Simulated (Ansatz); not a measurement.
Consider the substitution at a C–C bond: `FCC(CF)C(F)F` + `O[SiH3]` → `FC(F)O[SiH3]` + `FCCCF`.

Program: Ansatz. Geometries: PBE0-D4/def2-TZVP. ΔE: electronic, gas phase. CCSD(T)/CBS adds triple-zeta CCSD(T) − MP2 to the extrapolated MP2 energy (def2 sets, frozen cores). Functionals use def2-TZVPP. B3LYP here is the variant with VWN-RPA as its local correlation; programs differ in this. One conformer a species, not always the lowest.

```tsv
level	ΔE (kcal/mol)
r2SCAN-D4	-2.2
B3LYP	-3.3
r2SCAN0	-2.3
LC-ωPBE	-1.9
MP2/def2-SVP	-3.0
SCS-MP2/def2-TZVPP	-0.7
HF/def2-QZVPP	-4.8
SCS-MP2/def2-QZVPP	-0.4
```

Q: What does CCSD(T)/CBS give? (Best estimate.)

A: The calculation gave: -0.1 kcal/mol. The listed levels differ from it by -2.1, -3.2, -2.2, -1.8, -2.9, -0.6, -4.7, -0.3 kcal/mol.

Largest T1 diagnostic among the species: 0.012.

At CCSD(T), def2-SVP lies −3.3 kcal/mol from the extrapolated value and def2-TZVPP −0.5 kcal/mol. In def2-TZVPP, CCSD(T) changes the Hartree–Fock value by +4.1 kcal/mol (the triples alone add +0.3 kcal/mol) and MP2 by +4.6 kcal/mol.
